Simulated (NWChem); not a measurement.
# LiOH; SMILES [Li][OH]

All runs: NWChem. The geometry was optimised at PBE0/def2-SVP. Core excitations by TDA in a window of 1s orbitals, non-relativistic and unshifted: absolute energies depend strongly on the exact-exchange share.

### Question
What does the run give for O K edge, PBE0/cc-pVTZ? Quantities: first 1s excitation (eV); dipole oscillator strength of the first; first state with f > 0.002 (eV); dipole oscillator strength of that state.

### Answer
```yaml
first 1s excitation (eV): 517.4
dipole_oscillator_strength_of_the_first: 0.0001
first state with f > 0.002 (eV): 518.8
dipole_oscillator_strength_of_that_state: 0.0057
```
